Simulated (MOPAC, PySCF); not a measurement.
H₃InS₃, SMILES `[SH][In]([SH])[SH]`, neutral singlet in the gas phase. 

Cartesian coordinates (Å):
```xyz
7

S     -1.8351     1.5083     0.0315
In    -0.0004     0.0001    -0.0006
S      2.1881     0.8021    -0.4573
S     -0.3532    -2.3102     0.4233
H     -1.0647     2.5720    -0.2529
H      2.7418    -0.4169    -0.3423
H     -1.6765    -2.1552     0.5984
```
Charge 0, multiplicity 1.

All levels are single points at this geometry (PBE0-D4/def2-TZVP); Pople sets use spherical d functions. Orbital energies aren't observables, and empty levels follow the basis.

```
level                                     HOMO (eV)  LUMO (eV)  gap (eV)  dipole (D)  vertical IE, Delta-SCF (eV)
----------------------------------------  ---------  ---------  --------  ----------  ---------------------------
B3LYP-D3(BJ)/def2-TZVP in PySCF               -7.35      -2.00      5.35        0.00                         9.30
PBE-D3(BJ)/def2-TZVP in PySCF                 -6.40      -2.56      3.84        0.00                            –
PBE0-D4/def2-TZVP in PySCF                    -7.62      -1.72      5.90        0.00                         9.42
B3LYP/6-311+G** (LANL2DZ on In) in PySCF      -7.44      -2.05      5.40        0.00                            –
B3LYP/LANL2DZ in PySCF                        -7.55      -2.14      5.41        0.01                            –
M06-2X/6-31G* (LANL2DZ on In) in PySCF        -8.82      -1.01      7.81        0.00                            –
HF/6-31G* (LANL2DZ on In) in PySCF           -10.54       1.19     11.74        0.01                         9.07
PM3 in MOPAC                                 -10.11      -2.89      7.23        0.01                            –
PM7 in MOPAC                                  -9.51      -1.40      8.11        0.01                            –
```
